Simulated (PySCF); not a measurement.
# One molecule, several mistakes: BCH7Si2

All numbers below are calculated, not measured. They come from PySCF 2.14.0, an open-source quantum chemistry program, on an isolated molecule that a program drew, which may never have been made. The molecule is BCH7Si2 (charge 0, singlet), drawn as the SMILES string `B=C([SiH3])[SiH3]`.

Each row is a Hartree-Fock (HF) and frozen-core CCSD(T) single point in the cc-pV(D+d)Z basis, meant for a local HF minimum. Run 1 is clean. Each other run has one planted mistake out of seven kinds, and not every kind appears here: one electron removed, one electron added, multiplicity raised by two, geometry at a saddle point, minimal basis STO-3G, one bond length entered in bohr, all coordinates scaled. The reference is restricted for singlets and unrestricted otherwise, and also for a bond in bohr. Adding or removing an electron swaps singlet and doublet. Electrons count all cores. HOMO and LUMO are orbital energies over both spins, the gradient is its largest component, and the lowest frequency (negative if imaginary) is given only where the gradient is small. Bond lengths are over the 10 bonds as drawn. T1 is the CCSD diagnostic: over 0.02 (restricted) or 0.045 (unrestricted) a single reference is doubtful.

Geometry of the clean run:
```xyz
11
BCH7Si2, angstrom
B    -0.9095    1.7290   -1.7893
C    -0.2659    2.2440   -0.6915
Si   -0.4963    4.0489   -0.3001
Si    0.7928    1.1006    0.3262
H    -1.4608    1.2879   -2.7298
H    -1.0898    4.2272    1.0464
H    -1.3960    4.6810   -1.2958
H     0.8012    4.7650   -0.3208
H     0.7742   -0.2667   -0.2489
H     2.1972    1.5732    0.3643
H     0.3022    1.0272    1.7230
```

| run | electrons | basis functions | <S^2> | HOMO (eV) | LUMO (eV) | gradient (hartree/bohr) | lowest frequency (cm^-1) | mean bond (Å) | longest bond (Å) | T1 | HF (hartree) | CCSD(T) (hartree) | mistake |
|---|---|---|---|---|---|---|---|---|---|---|---|---|---|
| 1 | 46 | 109 | 0.000 | -9.47 | 2.23 | 1.7e-05 | 122 | 1.5167 | 1.861 | 0.0137 | -644.46199 | -644.95450 | no fault |
| 2 | 46 | 35 | 0.000 | -6.80 | 7.36 | 4.4e-02 | - | 1.5167 | 1.861 | 0.0112 | -636.99407 | -637.24430 | minimal basis STO-3G |
| 3 | 47 | 109 | 0.776 | 0.01 | 8.39 | 6.1e-02 | - | 1.5167 | 1.861 | 0.0157 | -644.41947 | -644.92801 | one electron added |
| 4 | 45 | 109 | 0.757 | -17.02 | -6.72 | 5.5e-02 | - | 1.5167 | 1.861 | 0.0227 | -644.16805 | -644.61820 | one electron removed |
| 5 | 46 | 109 | 2.019 | -6.24 | -0.32 | 1.1e-01 | - | 1.5167 | 1.861 | 0.0170 | -644.35428 | -644.81650 | multiplicity raised by two |
| 6 | 46 | 109 | 0.000 | -9.72 | 2.46 | 2.5e-02 | - | 1.4636 | 1.796 | 0.0130 | -644.44848 | -644.93725 | ? |

**Which mistake was planted in run 6, and what did it cost?**

The mean and the longest bond both change by the same factor, 0.965, and the gradient is no longer small. So the mistake is: all coordinates scaled. Subtracting run 1 and multiplying by 627.51 kcal/mol a hartree, the energy moved by 8.5 kcal/mol in HF and 10.8 kcal/mol in CCSD(T).

Cautions from the logs. Run 3: the HOMO is above zero, so the electron isn't bound and the energy depends on the basis.
